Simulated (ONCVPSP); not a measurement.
Ranking ONCV potentials for vanadium

All share these settings but for the change named:

vanadium (V), optimised norm-conserving Vanderbilt (ONCV), made with ONCVPSP 4.0.1 (LDA (Perdew-Wang 92), fully relativistic). Core [Ne], reference 3s2 3p6 3d3 4s1.75 4p0.25. Waves: 3s+4s: rc 1.75 bohr, ncon 3, nbas 6, qcut 5.5 1/bohr, 2 projectors; 3p+4p: rc 1.95 bohr, ncon 5, nbas 8, qcut 8.1 1/bohr, 2 projectors; 3d: rc 2.00 bohr, ncon 3, nbas 7, qcut 8.4 1/bohr, 2 projectors, debl 1.2 Ha. Local part: polynomial inside 1.75 bohr (lpopt 5, dvloc0 0 Ha). Core correction: Teter function, fcfact 2.5, rcfact 1.25.

Open shells are filled in proportion to 2j + 1.

Test errors are all-electron minus pseudo excitation energies from the reference, over 3s2 3p6 3d3 4s2 4p0; 3s2 3p6 3d3 4s1 4p0; 3s2 3p6 3d3 4s0 4p0; 3s2 3p6 3d3 4s0 4p1. None of these files shows a bound ghost.

The base gives 2.4 meV.

Of 9 variants that were run, those that failed, showed a ghost or another fault, or gave nearly equal values are left out.

A variant can come out equal or close to the base, since the largest error may sit in a test that the change hardly touches while other tests move.

(1) Rank these variants by their largest absolute test error, smallest first.
A. p: rc 1.32; local potential polynomial inside 1.32 bohr (lpopt 5, dvloc0 0 Ha)
B. d: ncon 5, nbas 9
C. core correction Teter function, fcfact 2.5, rcfact 1.7
D. core correction none

Answers

(1) B (1.7 meV), C (2.0 meV), A (2.4 meV), D (3.5 meV).
